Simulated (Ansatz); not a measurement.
Coupled-cluster diagnostics for GaH2(NH2) (GaNH4), Ansatz.

Geometry of the singlet (r2SCAN-D4/def2-TZVP):

```tsv
atom	x (Å)	y (Å)	z (Å)
Ga1	0.546	-0.150	-0.653
H2	1.002	1.091	-1.471
H3	0.963	-1.630	-0.879
N4	-0.599	0.164	0.716
H5	-0.965	-0.552	1.322
H6	-0.946	1.076	0.965
```

Correlated methods freeze 10 core orbitals; core or outer-core shells of Ga are correlated, in sets that lack core-valence functions.

(1) Estimate the CCSD(T) correlation energy, the shares of MP2 and (T), T1 and the reference's ⟨S²⟩ for: charge 0, singlet, own geometry in def2-TZVPP; charge 0, singlet, own geometry in def2-TZVPD; charge 1, doublet, vertical in def2-TZVPP; charge -1, doublet, vertical in def2-TZVPD; and the rough time on 4 threads of Arm Neoverse V2 on a shared host.

## Answers

(1) 
```tsv
state	basis	correlation (eV)	MP2 share (%)	(T) share (%)	T1	⟨S²⟩ (pure)	wall time	remarks
charge 0, singlet, own geometry	def2-TZVPP	-13.297	93.8	3.6	0.014	0.00 (0.00)	5 s	–
charge 0, singlet, own geometry	def2-TZVPD	-13.113	93.5	3.6	0.015	0.00 (0.00)	4.3 s	–
charge 1, doublet, vertical	def2-TZVPP	-11.719	91.8	3.1	0.012	0.76 (0.75)	19 s	–
charge -1, doublet, vertical	def2-TZVPD	-13.613	93.1	3.8	0.015	0.77 (0.75)	18 s	HOMO above zero
```
Customary marks for T1 are 0.02 (closed shells), 0.045 (open shells) and about 0.05 (3d metals). T1 stays under 0.02 throughout.
